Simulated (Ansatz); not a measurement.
ZnI2⁻, 3 atoms. Hardware: 4 threads of Arm Neoverse V2 on a shared host.

In the def2 sets I takes a core potential; there is no spin–orbit coupling. Correlated methods freeze 17 core orbitals; core or outer-core shells of I are correlated, in sets that lack core-valence functions.

(1) How many basis functions does each of these Ansatz runs have, and roughly what does it cost? PBE-D4/def2-TZVPD, charge -1 quartet, energy, from earlier orbitals; CCSD(T)/def2-SVPD, charge -1 quartet, energy, from earlier orbitals; r2SCAN-D4/def2-TZVPD, charge 0 triplet at the geometry of the charge -1 doublet, energy, from earlier orbitals; r2SCAN-D4/def2-TZVPD, charge 0 singlet at the geometry of the charge -1 doublet, energy, from earlier orbitals; r2SCAN-D4/def2-TZVPD, charge -1 quartet, energy, from earlier orbitals; PBE0-D4/def2-TZVPD, charge -1 doublet, energy, from earlier orbitals; PBE-D4/def2-SVPD, charge -1 doublet, energy, from earlier orbitals; RPA@PBE/def2-TZVPD, charge -1 doublet, energy, from earlier orbitals; B97M-V/def2-TZVPD, charge -1 doublet, energy, from earlier orbitals; MP2/def2-TZVPD, charge -1 quartet, energy, from earlier orbitals; LDA (SPW92)/def2-TZVPD, charge -1 doublet, energy and forces, from earlier orbitals; PBE0-D4/def2-SVP, charge 0 singlet at the geometry of the charge -1 doublet, energy with a search over starts.

Answers

(1) Other jobs shared the machine, so times can vary by a factor of up to 3. A dash marks memory too small to be measured apart from the calling script's.

```csv
run,functions,fitting or Cholesky vectors,wall time,peak host memory (GiB)
"PBE0-D4/def2-SVP, charge 0 singlet at the geometry of the charge -1 doublet, energy with a search over starts",83,970,0.9 s,–
"PBE-D4/def2-SVPD, charge -1 doublet, energy, from earlier orbitals",104,1141,1.4 s,–
"LDA (SPW92)/def2-TZVPD, charge -1 doublet, energy and forces, from earlier orbitals",169,1292,1.6 s,–
"r2SCAN-D4/def2-TZVPD, charge 0 singlet at the geometry of the charge -1 doublet, energy, from earlier orbitals",169,1292,2.8 s,–
"PBE-D4/def2-TZVPD, charge -1 quartet, energy, from earlier orbitals",169,1292,3.2 s,–
"MP2/def2-TZVPD, charge -1 quartet, energy, from earlier orbitals",169,1481,3.9 s,0.58
"PBE0-D4/def2-TZVPD, charge -1 doublet, energy, from earlier orbitals",169,1455,4.3 s,0.66
"RPA@PBE/def2-TZVPD, charge -1 doublet, energy, from earlier orbitals",169,1481,6 s,–
"r2SCAN-D4/def2-TZVPD, charge -1 quartet, energy, from earlier orbitals",169,1292,8 s,–
"B97M-V/def2-TZVPD, charge -1 doublet, energy, from earlier orbitals",169,1292,9.5 s,–
"CCSD(T)/def2-SVPD, charge -1 quartet, energy, from earlier orbitals",104,1199,10 s,1
"r2SCAN-D4/def2-TZVPD, charge 0 triplet at the geometry of the charge -1 doublet, energy, from earlier orbitals",169,1292,14 s,–
```
